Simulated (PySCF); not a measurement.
# Changing a parent structure: carbosilane and low-k precursor

All values: TDA B3LYP/6-31G*, gas phase, PySCF SCF with an in-house response code, fitting set def2-universal-JFIT up to Ne and JKFIT beyond, grid level 1 (kernel 0), vertical, one conformer each, geometries GFN2-xTB; core orbitals frozen in the response, virtual orbitals above 1.5 Eh left out. The lowest 6 singlets were sought, and the brightest is taken among them. The runs took 3 to 9 CPU minutes each on shared server CPUs.

Without diffuse functions Rydberg states are missing, so unbound LUMOs, wide gaps and states within about 2 eV of the ionisation energy come out too high, and electron affinities are rough. The basis has no diffuse functions, so the polarisability comes out too low.

Parent: C10H30S3Si4 (carbosilane and low-k precursor), SMILES C[Si](C)(C)S[Si](C)(C)S[Si](C)(C)S[Si](C)(C)C.

| Quantity | Value |
| --- | --- |
| HOMO-LUMO gap | 6.89 eV |
| S1 | 5.94 eV |
| polarisability | 247 bohr³ |
| HOMO | -6.26 eV |
| LUMO | 0.63 eV |

Q: One of these relatives shows the changes HOMO-LUMO gap -0.50 eV, S1 -0.32 eV, polarisability +134 bohr³, HOMO -0.01 eV, LUMO -0.51 eV against the parent. Which?
A. C[Si](C)(C)S[Si](C)(C)S[Si](C)(C)S[Si](C)(C)S[Si](C)(C)C
B. C[Si](C)(C)S[Si](C)(C)S[Si](C)(C)S[Si](C)(C)S[Si](C)(C)S[Si](C)(C)C
C. C[Si](C)(C)S[Si](C)(C)S[Si](C)(C)S[Si](C)(C)S[Si](C)(C)S[Si](C)(C)S[Si](C)(C)C

A: B.

Q: Give the changes for all of them.

A: 
```csv
relative,change of HOMO-LUMO gap / eV,change of S1 / eV,change of polarisability / bohr³,change of HOMO / eV,change of LUMO / eV
C[Si](C)(C)S[Si](C)(C)S[Si](C)(C)S[Si](C)(C)S[Si](C)(C)S[Si](C)(C)S[Si](C)(C)C,-0.27,-0.20,+191,-0.07,-0.33
C[Si](C)(C)S[Si](C)(C)S[Si](C)(C)S[Si](C)(C)S[Si](C)(C)C,+0.06,+0.06,+64,-0.01,+0.05
C[Si](C)(C)S[Si](C)(C)S[Si](C)(C)S[Si](C)(C)S[Si](C)(C)S[Si](C)(C)C,-0.50,-0.32,+134,-0.01,-0.51
```
